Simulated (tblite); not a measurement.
C5H14BN.
Numbering: `[CH3:1][C@@H:2]1[CH2:3][BH2-:4][N+:5]1([CH3:6])[CH3:7]` (hydrogens: H8, H9, H10 on C1; H11 on C2; H12, H13 on C3; H14, H15 on B4; H16, H17, H18 on C6; H19, H20, H21 on C7)

Computed with GFN2-xTB (tblite), gas phase: L-BFGS steps from a force-field or distance-geometry start until the largest atomic force falls under 0.01 eV/Å.

Step 27: E = -598.7120 eV
```
atom  x, y, z in Å  |  force x, y, z in eV/Å
C1     -1.3379   -1.5418    0.2047    0.003   0.027  -0.001
C2     -0.9025   -0.0762    0.2947   -0.016  -0.008  -0.024
C3     -1.3686    0.8734   -0.8063    0.045  -0.005   0.009
B4      0.0950    1.5869   -0.7183    0.011  -0.005  -0.003
N5      0.5565    0.2281    0.1414   -0.059  -0.050   0.010
C6      1.2683    0.4131    1.3964   -0.022   0.000  -0.028
C7      1.3033   -0.6946   -0.6994   -0.020   0.028   0.001
H8     -1.7922   -1.8811    1.1333    0.013   0.021   0.012
H9     -0.5143   -2.2104   -0.0255    0.002  -0.005   0.031
H10    -2.0755   -1.6493   -0.5877   -0.021  -0.027   0.017
H11    -1.1932    0.3235    1.2701    0.009   0.017  -0.047
H12    -2.2590    1.4426   -0.5449    0.030  -0.065   0.007
H13    -1.5758    0.3392   -1.7345    0.011   0.033   0.038
H14     0.1725    2.5232    0.0041   -0.027   0.018   0.027
H15     0.7333    1.6787   -1.7123    0.036   0.018  -0.003
H16     2.2790    0.7611    1.1885    0.024   0.021   0.002
H17     0.7648    1.1678    1.9951   -0.011   0.013   0.014
H18     1.3247   -0.5207    1.9644   -0.016  -0.013   0.005
H19     0.7210   -0.9320   -1.5853    0.014  -0.014  -0.003
H20     1.5694   -1.6114   -0.1629   -0.027  -0.008  -0.040
H21     2.2222   -0.2032   -1.0159    0.023   0.005  -0.022
```

Step 28: E = -598.7128 eV
```
atom  x, y, z in Å  |  force x, y, z in eV/Å
C1     -1.3384   -1.5400    0.2072   -0.003  -0.003  -0.012
C2     -0.9034   -0.0755    0.2945    0.007  -0.013  -0.010
C3     -1.3673    0.8720   -0.8084    0.031  -0.014   0.019
B4      0.0949    1.5873   -0.7171    0.012  -0.005  -0.001
N5      0.5558    0.2260    0.1419   -0.029   0.003  -0.010
C6      1.2689    0.4125    1.3961   -0.017   0.002  -0.026
C7      1.3025   -0.6952   -0.7009   -0.018   0.031   0.003
H8     -1.7933   -1.8805    1.1348    0.013   0.026   0.023
H9     -0.5154   -2.2081   -0.0239    0.024  -0.018   0.039
H10    -2.0739   -1.6502   -0.5858   -0.050  -0.021   0.000
H11    -1.1930    0.3259    1.2691    0.000   0.025  -0.036
H12    -2.2590    1.4392   -0.5481    0.024  -0.053   0.000
H13    -1.5736    0.3337   -1.7344    0.015   0.044   0.025
H14     0.1688    2.5227    0.0071   -0.028   0.010   0.028
H15     0.7357    1.6841   -1.7089    0.036   0.008  -0.005
H16     2.2796    0.7615    1.1880    0.013   0.007  -0.003
H17     0.7672    1.1692    1.9945   -0.018  -0.001   0.009
H18     1.3251   -0.5209    1.9648   -0.012  -0.007   0.007
H19     0.7221   -0.9274   -1.5896    0.011  -0.016   0.006
H20     1.5644   -1.6148   -0.1669   -0.021  -0.001  -0.047
H21     2.2235   -0.2047   -1.0145    0.009  -0.003  -0.009
```

**Question.** Estimate the geometry and energy of step 29. (The exact step hangs on the optimiser's Hessian estimate; all steps are aligned on step 28, rigid shifts and turns removed.)

**Answer.** E = -598.7134 eV, largest force 0.063 eV/Å
```
atom  x, y, z in Å  |  force x, y, z in eV/Å
C1     -1.3389   -1.5387    0.2091   -0.009  -0.030  -0.016
C2     -0.9041   -0.0752    0.2943    0.026  -0.015   0.003
C3     -1.3656    0.8705   -0.8099    0.013  -0.014   0.017
B4      0.0949    1.5877   -0.7161    0.015   0.002   0.004
N5      0.5547    0.2244    0.1424    0.014   0.047  -0.023
C6      1.2693    0.4122    1.3956   -0.007   0.004  -0.010
C7      1.3014   -0.6950   -0.7021   -0.008   0.022  -0.004
H8     -1.7940   -1.8794    1.1363    0.013   0.028   0.029
H9     -0.5160   -2.2067   -0.0218    0.032  -0.024   0.042
H10    -2.0735   -1.6512   -0.5841   -0.061  -0.016  -0.007
H11    -1.1929    0.3284    1.2677   -0.008   0.028  -0.021
H12    -2.2588    1.4350   -0.5512    0.010  -0.033   0.000
H13    -1.5710    0.3297   -1.7339    0.019   0.041  -0.001
H14     0.1648    2.5226    0.0101   -0.026  -0.002   0.024
H15     0.7383    1.6889   -1.7061    0.030   0.000   0.001
H16     2.2805    0.7617    1.1872   -0.007  -0.008  -0.006
H17     0.7694    1.1703    1.9944   -0.021  -0.015   0.000
H18     1.3255   -0.5212    1.9652   -0.009   0.003   0.004
H19     0.7231   -0.9234   -1.5932    0.004  -0.014   0.007
H20     1.5593   -1.6178   -0.1711   -0.014   0.004  -0.045
H21     2.2248   -0.2062   -1.0131   -0.007  -0.007   0.003
```

The energy changes by -0.0007 eV. The first-order estimate −F·Δx gives -0.0009 eV and the mean of the old and new forces, exact on a quadratic surface, -0.0007 eV. The step makes an angle of 70° with the force vector and moves no atom by more than 0.007 Å.

The cost below is that of the whole relaxation. On an Arm Neoverse V1 with one thread, no GPU, shared host with 32 logical CPUs at a one-minute load of 32, this took 0.84 s wall.
